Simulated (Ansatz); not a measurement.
The cluster SbAs2⁺, relaxed as a singlet with RKS r2SCAN-D4/def2-TZVP in Ansatz, starting from the GFN1-xTB geometry. Force threshold 0.02 eV/Å.

In the def2 sets Sb takes a core potential; there is no spin–orbit coupling. The structure comes from a short search, and lower isomers may exist.

Start:

```xyz
3

As   -1.280    0.343   -0.326
As    0.246   -1.339   -0.088
Sb    1.034    0.997    0.414
```

Task: Estimate the energy that the relaxation releases and the steps that it takes.

Result: 0.01 eV, in 3 steps; 6.5 s on 4 threads of Arm Neoverse V2 on a shared host. No frequencies were taken in this run, so the end may be a saddle point.

Task: Does the start keep its bonding and symmetry?

Result: By distances, no bond broke or formed. The bond that changes most is As1–As2, from 2.28 to 2.32 Å (atoms count from 1). Point group C2v at the start, C2v at the end, both within 0.05 Å.

Task: Predict the relaxed structure.

Result: 
```xyz
3

As   -1.295    0.354   -0.329
As    0.256   -1.355   -0.087
Sb    1.039    1.001    0.416
```
Bond lengths: 2 × As–Sb 2.53 Å; 1 × As–As 2.32 Å.
